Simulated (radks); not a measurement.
The numbers below are computed, except where a source is named.
Spherical jellium clusters: N electrons in a uniform positive sphere of charge N and radius rs N^(1/3), rs = 2.71 bohr. Level of theory: non-relativistic Kohn-Sham, exchange-only LDA, spin-polarised, spherical densities (a radial shooting solver with Libxc functionals). Levels are named by radial order and angular momentum (1s, 1p, 1d, 2s, ...), and open shells are averaged over m.

N = 18, configuration 1s2 1p6 1d10. This is the lowest configuration that the search found. Occupied and some empty levels:

level,occupation,eigenvalue (eV),<r> (bohr)
1s,2,-7.3164,4.195
1p,6,-5.3259,5.311
1d,10,-3.1270,6.202
2s,0,-2.7605,5.744
1f,0,-0.83450,7.319
2p,0,-0.68848,8.640

Energy (eV): total -7.81830, kinetic 60.409, external -1440.3, Hartree 698.58, exchange-correlation -71.375, background 744.82. Static polarisability (adiabatic kernel): 583.8 bohr^3, against R^3 = 358.2 for a classical metal sphere.

Electron density:

r (bohr),n(r) (e/bohr^3)
0.538,0.006696
1.14,0.007315
1.74,0.008378
2.33,0.009804
2.93,0.01137
3.53,0.01272
4.13,0.01343
4.73,0.01314
5.33,0.01169
5.93,0.009327
6.53,0.006608
7.13,0.004172
7.73,0.002411
8.33,0.001319
8.93,0.0006975
9.52,0.0003610
10.1,0.0001850
10.7,0.00009355
11.3,0.00004714
11.9,0.00002371
